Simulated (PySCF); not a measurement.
Molecule: SMILES CCCS(=O)(=O)Cl, C$_{3}$H$_{7}$ClO$_{2}$S.

Molfile (atoms numbered from 1):
```
C3H7ClO2S
     RDKit          3D

 14 13  0  0  0  0  0  0  0  0999 V2000
   -3.3935    3.5206   -1.1723 C   0  0  0  0  0  0  0  0  0  0  0  0
   -4.1714    2.7956   -2.2590 C   0  0  0  0  0  0  0  0  0  0  0  0
   -5.0726    1.6781   -1.7674 C   0  0  0  0  0  0  0  0  0  0  0  0
   -6.5451    2.1925   -0.8830 S   0  0  0  0  0  6  0  0  0  0  0  0
   -7.3345    1.0185   -0.5844 O   0  0  0  0  0  0  0  0  0  0  0  0
   -6.2290    3.1727    0.1342 O   0  0  0  0  0  0  0  0  0  0  0  0
   -7.5389    3.2189   -2.4322 Cl  0  0  0  0  0  0  0  0  0  0  0  0
   -2.7915    2.8153   -0.5777 H   0  0  0  0  0  0  0  0  0  0  0  0
   -4.0641    4.0525   -0.4843 H   0  0  0  0  0  0  0  0  0  0  0  0
   -2.7053    4.2529   -1.6182 H   0  0  0  0  0  0  0  0  0  0  0  0
   -4.7766    3.5021   -2.8501 H   0  0  0  0  0  0  0  0  0  0  0  0
   -3.4740    2.3289   -2.9743 H   0  0  0  0  0  0  0  0  0  0  0  0
   -4.5788    1.0223   -1.0299 H   0  0  0  0  0  0  0  0  0  0  0  0
   -5.4713    1.0494   -2.5763 H   0  0  0  0  0  0  0  0  0  0  0  0
  1  2  1  0
  2  3  1  0
  3  4  1  0
  4  5  2  0
  4  6  2  0
  4  7  1  0
  1  8  1  0
  1  9  1  0
  1 10  1  0
  2 11  1  0
  2 12  1  0
  3 13  1  0
  3 14  1  0
M  END
```

Geometry PBE0-D3(BJ)/def2-SVP throughout; GIAO in PySCF 2.14, gas phase, one conformer, non-relativistic; equivalent atoms averaged; basis pcSseg-1.

For orientation, BLYP gives these shifts δ (against TMS, CS2, H2O, HCl at the same level): C3 77.1, C2 23.7, C1 14.1, S4 381.3, O5/O6 369.6, Cl7 664.0, H13/H14 3.20, H11/H12 1.95, H8/H9/H10 1.26 ppm.

A run gave: C3 71.2, C2 19.6, C1 13.1, S4 391.5, O5/O6 328.4, Cl7 597.5, H13/H14 3.01, H11/H12 1.81, H8/H9/H10 1.30 ppm (shifts δ (against TMS, CS2, H2O, HCl at the same level)).

Which functional was used in that run?
A. BHandHLYP
B. HF
C. OPBE
D. wB97X-D

## Answers

A. Cl7 tells them apart best: BHandHLYP gives 597.5, HF gives 505.0, wB97X-D gives 621.8, OPBE gives 608.2 ppm.
